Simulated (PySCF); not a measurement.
C2H7ClS2Si, SMILES S([SiH](SC)Cl)C.

Coordinates come from a PBE-D3(BJ)/def2-SVP optimisation. The values are those of a single conformer.

Vertical ionisation energy (IE) and electron affinity (EA) in eV. Rows of orbital energies are one-electron estimates. Where ΔSCF, EOM or ADC give a negative EA the extra electron is unbound and the value depends on the basis.

| level | IE | EA |
|---|---|---|
| −ε(HOMO), −ε(LUMO), HF/def2-TZVP (PySCF) | ? | ? |
| −ε(HOMO), −ε(LUMO), PBE/def2-TZVP (PySCF) | 6.00 | 1.21 |

Question: Some entries are withheld; supply them. (An estimate is asked for; the answer gives what the named calculation found.)

Answer: 
- −ε(HOMO), −ε(LUMO), HF/def2-TZVP (PySCF), IE: 10.00
- −ε(HOMO), −ε(LUMO), HF/def2-TZVP (PySCF), EA: -3.00
